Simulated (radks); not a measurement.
Spherical quantum dot in the effective-mass picture: electrons in a hard-walled sphere of radius 1.69, all in effective atomic units (hartree* = m*/eps^2 hartree, bohr* = eps/m* bohr), one dielectric constant everywhere. Calculated with a radial shooting solver with Libxc functionals: non-relativistic Kohn-Sham, LDA (Slater exchange, Perdew-Wang correlation), spin-polarised, spherical densities. Levels are named by radial order and angular momentum (1s, 1p, 1d, 2s, ...), and open shells are averaged over m.

N = 23, configuration 1s2 1p6 1d10 1f(up 5, down 0). This is the lowest configuration that the search found. Occupied and some empty levels:

level    occupation  eigenvalue (hartree*)  <r> (bohr*)
1s up             1                 19.917        1.025
1s down           1                 20.040        1.019
1p up             3                 21.106        1.111
1p down           3                 21.246        1.109
1d up             5                 22.927        1.170
1d down           5                 23.078        1.169
2s up             0                 25.274       0.7828
1f up             5                 25.300        1.214
2s down           0                 25.340       0.7852
1f down           0                 25.455        1.214
1g up             0                 28.178        1.250
1g down           0                 28.337        1.250
2p up             0                 28.579       0.8903
2p down           0                 28.658       0.8904
2d up             0                 32.385       0.9645
2d down           0                 32.477       0.9640

Energy (hartree*): total 320.264, kinetic 131.88, external 0, Hartree 210.16, exchange-correlation -21.779.
